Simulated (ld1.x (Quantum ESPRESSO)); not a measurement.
aluminium (Al): one change to a TM potential, before and after

| Property | Result |
| --- | --- |
| Element | Al (Z = 13) |
| Generator | ld1.x (Quantum ESPRESSO) 7.5 |
| Type | norm-conserving Troullier–Martins (Kleinman–Bylander form) |
| Functional | revPBE |
| Relativity | scalar-relativistic |
| Frozen core | [Ne] |
| Valence charge | 3 |
| Reference configuration | 3s2 3p1 |
| Partial waves | 3p (bound): rc 2.20 bohr; 3d channel at 0.45 Ry: rc 2.40 bohr; 3s (bound): rc 1.65 bohr |
| Local potential | the s channel |
| Core correction | Bessel-smoothed model core inside 1.35 bohr |

Change: wave 3p (bound): rc 2.20 bohr becomes 3p (bound): rc 1.48 bohr.

Cutoffs: the cutoffs (Ry, on a coarse ladder) from which the occupation-weighted sum of valence levels, in a spherical-Bessel basis at the reference potential, stays within 10 and 1 mRy of its value at 400 Ry; they do not see the model core or the augmentation charge, which bear on the density cutoff. Errors are all-electron minus pseudo energies relative to the spin-unpolarised reference configuration.

**Question.** How do hardness, ghosts and transferability respond?

**Answer.** The potential gets harder (10 Ry and 30 Ry → 35 Ry and 60 Ry); of the 7 tests that both files solve, the error grows in 3 and shrinks in 1 by more than 15 % and 0.3 meV (median size 1.6 → 2.0 meV); neither file shows a bound ghost. A smaller radius makes the pseudo-wave follow the all-electron one further in, where it bends more sharply, so more plane waves are needed.

| quantity | base | changed |
| --- | --- | --- |
| cutoff, loose | 10 Ry | 35 Ry |
| cutoff, tight | 30 Ry | 60 Ry |
| loose cutoff by channel (10 mRy a level) | p 6 Ry, s 8 Ry | p 30 Ry, s 8 Ry |
| bound ghosts | none | none |
| error for 3s2 3p0, meV [ΔE 5.75 eV] | +1.1 | +1.3 |
| error for 3s1 3p0, meV [ΔE 24.90 eV] | +13 | +8.7 |
| error for 3s2 3p0.5, meV [ΔE 2.08 eV] | +0.2 | +0.4 |
| error for 3s1 3p1, meV [ΔE 11.53 eV] | +5.1 | +9.8 |
| error for 3s1 3p2, meV [ΔE 5.11 eV] | -1.6 | +2.0 |
| error for 3s0 3p3, meV [ΔE 10.38 eV] | -5.6 | +12 |
| error for 3s2 3p1.3, meV [ΔE -0.57 eV] | +0.1 | +0.1 |
| s: phases at 2.60 bohr within 0.05 rad from the reference energy up to (Ry; the scan ends near 5) | 2.3 | 2.3 |
| p: phases at 2.60 bohr within 0.05 rad from the reference energy up to (Ry; the scan ends near 5) | 2.0 | 1.1 |
| d: phases at 2.60 bohr within 0.05 rad from the reference energy up to (Ry; the scan ends near 5) | 3.7 | 3.7 |
